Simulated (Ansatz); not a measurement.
H₄Se₄Zr (`[SeH][Zr]([SeH])([SeH])[SeH]`), relaxed with RKS PBE0-D4/def2-TZVP in Ansatz 0.2.0 from a GFN2-xTB geometry. The force threshold is 0.005 eV/Å; the program also tests the step.

The species carries charge 0 and has multiplicity 1. Zr: def2 effective core potential.

Start:

```xyz
9

Se   -2.690   -0.382    0.680
Zr   -0.351   -0.549   -0.274
Se    1.134   -2.365    0.670
Se    0.128    0.108   -2.673
Se    0.681    1.478    0.856
H    -2.397   -0.122    2.056
H     2.365   -1.650    0.827
H     1.281    0.942   -2.513
H    -0.151    2.541    0.372
```

```csv
step,energy (eV),largest force (eV/Å),largest move (Å)
1,-262718.0561,1.167,0.000
2,-262718.4146,0.642,0.195
3,-262718.5936,0.251,0.195
4,-262718.6259,0.154,0.141
5,-262718.6440,0.398,0.168
6,-262718.6605,0.469,0.151
7,-262718.6806,0.324,0.102
8,-262718.6959,0.134,0.200
9,-262718.7013,0.153,0.075
10,-262718.7081,0.151,0.095
11,-262718.7121,0.282,0.097
12,-262718.7195,0.060,0.200
13 (rejected),-262718.7062,0.255,0.200
14,-262718.7239,0.010,0.068
15,-262718.7241,0.118,0.094
16,-262718.7250,0.049,0.025
17 (rejected),-262718.7249,0.035,0.050
18,-262718.7253,0.006,0.024
19,-262718.7254,0.005,0.019
20,-262718.7255,0.011,0.031
21,-262718.7255,0.012,0.018
22,-262718.7256,0.009,0.012
23,-262718.7256,0.004,0.007
```

End:

```xyz
9

Se   -2.545   -0.454    0.273
Zr   -0.017   -0.320   -0.016
Se    0.992   -2.438    0.952
Se    0.452   -0.287   -2.526
Se    0.920    1.710    1.234
H    -2.309   -0.024    1.666
H     2.270   -1.873    0.466
H     0.274    1.177   -2.488
H    -0.036    2.508    0.439
```

Run time 69 s (4 threads of an AMD EPYC 7R13 on a shared host and a share of an NVIDIA H100 80 GB); peak host memory 1.1 GiB.
